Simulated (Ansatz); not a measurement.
Cost and result up the ladder for Mg₂O₃H₂ (7 atoms). The state is a singlet with charge 0. Geometry: r2SCAN-D4/def2-SVP.

```xyz
7

Mg    1.173    1.199   -0.380
Mg   -0.486   -0.666    0.592
O    -0.201    0.312   -1.275
O     1.463   -0.161    0.939
O     0.445    0.974    1.379
H    -0.692    0.193   -2.091
H    -1.702   -1.851    0.836
```

Ansatz on 4 threads of AMD EPYC 9B14 on a shared host. Times are rough, and most runs start from the orbitals of an earlier one. No level here is sound enough to serve as a yardstick. Binding counts from free atoms at the same level (Mg singlet, O triplet, H doublet; other spins of the atoms weren't run), without zero-point energy or a counterpoise term.

B3LYP takes the VWN-RPA correlation. Correlated methods freeze 5 core orbitals; core or outer-core shells of Mg are correlated, in sets that lack core-valence functions. Another isomer (singlet) lies 2.34 eV lower at PBE0-D4/def2-TZVP; other spin states weren't run for this one.

Correlated methods converge slowly with the basis.

```csv
level,functions,wall time,binding energy per atom (eV),remarks
PBE-D4/def2-TZVP (with forces),169,1.1 s,3.03,restricted SCF unstable in HF
B3LYP-D4/def2-TZVP,169,1.3 s,2.90,restricted SCF unstable in HF
PBE0-D4/def2-TZVP,169,1.6 s,2.86,restricted SCF unstable in HF
r2SCAN-D4/def2-TZVP,169,1.8 s,3.01,restricted SCF unstable in HF
ωB97X-V/def2-TZVP,169,3.3 s,2.95,restricted SCF unstable in HF
CCSD(T)/def2-TZVPP,185,59 s,2.84,restricted SCF unstable
```
